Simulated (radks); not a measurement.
Neutral potassium inside a hard spherical wall (all orbitals vanish at R), configuration held at [Ar] 4s1 and not refilled when levels cross. Calculated with a radial shooting solver on a logarithmic mesh with Libxc functionals: scalar-relativistic Kohn-Sham, PBE, spin-polarised, spherical densities, point nucleus; open shells are filled with parallel spins first. Eigenvalues in eV for spin up, with the zero of energy where the potential of the charges vanishes at infinity; a dash marks a level that is unbound or too diffuse for the functional's potential to be trusted. A positive occupied level is held by the wall or, in an anion where self-interaction has pushed it up, behind a barrier. The pressure on the wall is -dE/dV.

| R (bohr) | E (hartree) | kinetic (hartree) | e(2p) | e(3s) | e(3p) | e(4s) | e(4p, empty) | e(5s, empty) | pressure (GPa) |
|---|---|---|---|---|---|---|---|---|---|
| free | -602.09241 | 605.705 | -280.05 | -35.299 | -18.784 | -2.543 | -0.967 | - | 0 |
| 20 | -602.09241 | 605.706 | -280.05 | -35.299 | -18.784 | -2.542 | -0.963 | 0.000 | < 0.0001 |
| 15 | -602.09232 | 605.707 | -280.03 | -35.284 | -18.769 | -2.533 | -0.919 | 0.497 | 0.000817 |
| 12 | -602.09139 | 605.714 | -279.94 | -35.197 | -18.683 | -2.470 | -0.745 | 1.585 | 0.0126 |
| 8 | -602.07316 | 605.796 | -279.21 | -34.493 | -17.994 | -1.689 | 0.712 | 7.452 | 0.508 |
| 7 | -602.05261 | 605.868 | -278.74 | -34.052 | -17.568 | -0.949 | 1.909 | 11.508 | 1.40 |
| 6 | -602.00799 | 606.009 | -278.02 | -33.403 | -16.945 | 0.530 | 4.137 | 18.530 | 4.26 |
| 3 | -600.32569 | 611.681 | -263.63 | -23.413 | -6.578 | 39.070 | 49.659 | 133.69 | 674 |
| 2.5 | -598.17784 | 618.617 | -250.25 | -14.247 | 3.590 | 75.292 | 87.722 | 219.33 | 2530 |
